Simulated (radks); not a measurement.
The numbers below are computed, except where a source is named.
Q: All-electron atom: Tl75+ in [He] 2s2 2p2. Code: a radial shooting solver on a logarithmic mesh with Libxc functionals. Model: Dirac Kohn-Sham, LB94 model potential, spin-unpolarised, spherical densities, finite nucleus; open shells fill j = l - 1/2 first; Fermi nuclear charge, rms radius 5.4759 fm. Some entries of the table are withheld. Estimate them.

orbital,occ.,eigenvalue (eV),<r^2> (bohr^2)
1s1/2,2,-94626.06,0.0003662
2s1/2,2,-23139.79,0.005193
2p1/2,2,(1),(2)
2p3/2,0,(3),(4)

A: 
(1) 2p1/2 eigenvalue (eV): -22810.22
(2) 2p1/2 <r^2> (bohr^2): 0.003599
(3) 2p3/2 eigenvalue (eV): -20553.12
(4) 2p3/2 <r^2> (bohr^2): 0.004644
